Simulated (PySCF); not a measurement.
# Ne⁷⁺: ionisation energy

Ne⁷⁺ [He] 2s1 [2s1/2^1, M_J = 1/2] → Ne⁸⁺ 1s2, as a difference of total energies. Computed with PySCF 2.14 in an even-tempered Gaussian basis (17 s from 0.78 bohr⁻², ratio 2.4; 10 p from 1 bohr⁻², ratio 2.4; 5 d from 3.1 bohr⁻², ratio 2.6; 5 f from 4.7 bohr⁻², ratio 2.6), with the two-component X2C-1e Hamiltonian. Correlated levels: nothing frozen; the 28 highest virtual spinors dropped. "Screened" scales the spin-orbit matrix elements by Boettger's factors to mimic the two-electron term; Breit and QED terms are absent.

```json
{"method": "GHF (screened spin-orbit)", "ionisation energy (eV)": "238.98", "difference from reference (eV)": "-0.12"}
{"method": "GMP2 (screened spin-orbit)", "ionisation energy (eV)": "239.11", "difference from reference (eV)": "+0.01"}
```

Reference: 239.10 eV (semi-empirical (NIST evaluation); NIST Atomic Spectra Database, ionization energies).
